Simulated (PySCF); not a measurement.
# SMILES CCO[SiH2][SiH2]Br, C₂H₉BrOSi₂

Geometry:
```tsv
atom	x (Å)	y (Å)	z (Å)
C1	-2.595	-0.152	0.110
C2	-1.435	0.799	-0.132
O3	-0.224	0.106	-0.036
Si4	1.270	0.700	-0.214
Si5	2.399	-1.254	0.143
Br6	4.568	-0.763	-0.043
H7	-2.582	-0.950	-0.628
H8	-2.515	-0.593	1.100
H9	-3.535	0.386	0.035
H10	-1.444	1.609	0.607
H11	-1.511	1.251	-1.127
H12	1.545	1.775	0.750
H13	1.458	1.307	-1.540
H14	2.342	-1.870	1.470
H15	2.253	-2.342	-0.825
```

Computed, not measured: GIAO BP86/pcseg-1 magnetisability, non-relativistic, IEF-PCM tetrahydrofuran in PySCF. Geometry: GFN2-xTB.

The calculation is non-relativistic, which matters for the atoms heavier than Zn.

(1) How diamagnetic is it, and how anisotropic?

(2) Split it along the inertial axes a, b, c into diamagnetic and paramagnetic parts about the centre of mass, with the quadrupole moment.

Results:

(1) Isotropic -1534 × 10⁻³⁰ J/T², or -92.4 × 10⁻⁶ cm³/mol; principal values -1708, -1459, -1437 × 10⁻³⁰ J/T², anisotropy 260 × 10⁻³⁰ J/T² (root of half the summed squared differences of the principal values). The susceptibility is in cgs units.

(2) 
| axis | χ (10⁻⁶ cm³/mol) | diamagnetic (10⁻⁶ cm³/mol) | paramagnetic (10⁻⁶ cm³/mol) | summed x² of all electrons (Å²) | quadrupole Θ (D Å) |
| --- | --- | --- | --- | --- | --- |
| a | -101.1 | -339.4 | 238.3 | 613.7 | +4.51 |
| b | -89.6 | -2698.5 | 2608.9 | 57.6 | -1.77 |
| c | -86.5 | -2848.0 | 2761.4 | 22.4 | -2.74 |

Anisotropies 2χaa − χbb − χcc = -26.0 and 2χbb − χaa − χcc = +8.4 × 10⁻⁶ cm³/mol. Θ is traceless in Buckingham's convention.
